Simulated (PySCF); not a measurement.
**Polarisability and C₆ of Os³⁺ (osmium, charge +3)**

[Xe] 4f14 5d5, high-spin 6S determinant. Calculation: PySCF 2.14, in ANO-RCC-VTZP (8s7p5d3f2g1h, 104 functions); the spin-free X2C one-electron Hamiltonian (Gaussian nucleus). Coupled (time-dependent) response in atomic units; α is the mean over directions. The basis has no added diffuse functions, which lowers α and C₆.

| method | mean α (bohr³) | C₆ (like pair) | S(−4) |
| --- | --- | --- | --- |
| B97-3 | 6.123 | 34.06 | 9.172 |

S(−4) is the Cauchy moment in α(ω) = α(0) + S(−4) ω² + …

α(iu) at B97-3:

```csv
u (hartree),α(iu) (bohr³)
0,6.123
0.0500,6.100
0.100,6.034
0.200,5.795
0.300,5.468
0.500,4.767
0.750,4.018
1.00,3.425
1.50,2.550
2.00,1.945
3.00,1.216
5.00,0.6056
```

A single London oscillator, α(iu) = α/(1 + u²/ω²), gives C₆ = (3/4) ω α². Matching the computed C₆ needs ω = 4 × 34.06 / (3 × 6.123²) = 1.21 hartree.

For an ion, C₆ is the dispersion term alone; charge-induced terms of lower order in 1/R come first.

Spin-orbit coupling, which splits the p, d and f shells strongly at this Z, is absent.
